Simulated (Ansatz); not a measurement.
Wavefunction ladder for CH$_{7}$AlOSi (`[CH3][Al]([OH])[SiH3]`)

Z-matrix (Å, degrees):
```
C
Al 1 1.943
H 1 1.093 2 111.6
H 1 1.095 2 111.2 3 -120.8
H 1 1.095 2 111.1 3 120.7
O 2 1.702 1 117.0 3 -0.8
Si 2 2.461 1 124.3 3 179.3
H 6 0.956 2 122.9 1 180.0
H 7 1.493 2 111.5 1 61.2
H 7 1.493 2 111.6 1 -57.9
H 7 1.492 2 112.7 1 -178.4
```

Charge 0, multiplicity 1. The geometry is a stationary point of PBE0-D4/def2-TZVP. It is one conformer, not always the lowest. Frozen core, restricted reference, the Gaussian-basis code of Ansatz. CBS rows extrapolate triple and quadruple zeta; past MP2 they add the triple-zeta difference.

| basis | HF (Eh) | MP2 corr. |
| --- | --- | --- |
| def2-SVP | -647.45502 | -0.50033 |
| def2-TZVPP | -647.78623 | -0.62942 |
| def2-QZVPP | -647.80810 | -0.67576 |

Q: Estimate the CCSD correlation energy and the (T) correction in each basis where they were run (hartree).

A: 
```tsv
basis	CCSD corr.	(T)
def2-SVP	-0.55332	-0.01330
def2-TZVPP	-0.67722	-0.02386
CBS(def2)	-0.75790	as TZ
```
